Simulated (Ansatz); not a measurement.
```xyz
15

C    -0.076   -0.105   -1.521
C    -0.423   -0.271   -0.041
Al   -0.406   -2.143    0.561
C     0.395    0.645    0.860
N     0.121    2.052    0.595
H    -0.628   -0.806   -2.153
H    -0.306    0.899   -1.891
H     0.990   -0.284   -1.702
H    -1.478    0.027    0.089
H    -0.096   -2.500    2.081
H    -0.761   -3.309   -0.464
H     1.464    0.387    0.755
H     0.139    0.458    1.908
H     0.619    2.642    1.250
H     0.445    2.308   -0.329
```

Total charge 0; spin multiplicity 1.

(1) List the PBE/def2-TZVPP orbital energies in eV (Ansatz 0.2.0). (Best estimate.)

## Answers

(1) Computed: Occupied: -1506.29, -379.89, -269.47, -268.71, -268.52, -106.58, -68.73, -68.45, -68.42, -21.92, -18.75, -16.45, -13.87, -12.12, -11.44, -10.22, -10.03, -9.83, -9.15, -8.18, -8.03, -7.01, -6.15, -5.37. Lowest empty: -2.14, -0.06, 0.47, 0.74, 1.02, 1.61, 1.71, 2.13.
